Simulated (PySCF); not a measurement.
C₃H₅O, SMILES O=C([CH2])C, multiplicity 2.

Geometry optimised at PBE0-D3(BJ)/def2-SVP. The isomer is the one that the SMILES or the coordinates give; other isomers of the formula were not compared.

Level of theory: PBE/def2-TZVPD (PySCF).

The molecule is in vacuum.

Problem. Estimate the frontier levels, dipole moment and polarisability. (An estimate is asked for; the answer gives what the named calculation found.)

Solution. 
The α spin, highest occupied and lowest empty level is -5.91 and -0.98 eV and the β spin, highest occupied and lowest empty level is -5.73 and -4.54 eV. The dipole moment comes out as 3.00 D, the quadrupole, principal values (traceless, Buckingham form, about the centre of nuclear charge) is -4.17, 0.25, 3.93 D·Å and the mean static polarisability comes out as 44.3 bohr³ (6.57 Å³). The polarisability, principal values is 32.7, 48.6, 51.7 bohr³ and the ⟨S²⟩ is 0.757 (pure state 0.75).
